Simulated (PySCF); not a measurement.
## Polarisability and C₆ of Gd³⁺ (gadolinium, charge +3)

[Xe] 4f7, high-spin 8S determinant. Computed with PySCF 2.14 in ANO-RCC-VTZP (8s7p5d3f2g1h, 104 functions), with the spin-free X2C one-electron Hamiltonian (Gaussian nucleus). Coupled (time-dependent) response in atomic units; α is the mean over directions. The basis has no added diffuse functions, which lowers α and C₆.

```tsv
method	mean α (bohr³)	C₆ (like pair)	S(−4)
UHF	5.435	30.45	4.203
```

S(−4) is the Cauchy moment in α(ω) = α(0) + S(−4) ω² + …

α(iu) at UHF:

```json
{"u (hartree)": "0", "α(iu) (bohr³)": "5.435"}
{"u (hartree)": "0.0500", "α(iu) (bohr³)": "5.425"}
{"u (hartree)": "0.100", "α(iu) (bohr³)": "5.394"}
{"u (hartree)": "0.200", "α(iu) (bohr³)": "5.277"}
{"u (hartree)": "0.300", "α(iu) (bohr³)": "5.100"}
{"u (hartree)": "0.500", "α(iu) (bohr³)": "4.639"}
{"u (hartree)": "0.750", "α(iu) (bohr³)": "3.994"}
{"u (hartree)": "1.00", "α(iu) (bohr³)": "3.386"}
{"u (hartree)": "1.50", "α(iu) (bohr³)": "2.437"}
{"u (hartree)": "2.00", "α(iu) (bohr³)": "1.813"}
{"u (hartree)": "3.00", "α(iu) (bohr³)": "1.121"}
{"u (hartree)": "5.00", "α(iu) (bohr³)": "0.5660"}
```

A single London oscillator, α(iu) = α/(1 + u²/ω²), gives C₆ = (3/4) ω α². Matching the computed C₆ needs ω = 4 × 30.45 / (3 × 5.435²) = 1.37 hartree.

For an ion, C₆ is the dispersion term alone; charge-induced terms of lower order in 1/R come first.

Spin-orbit coupling, which splits the p, d and f shells strongly at this Z, is absent.
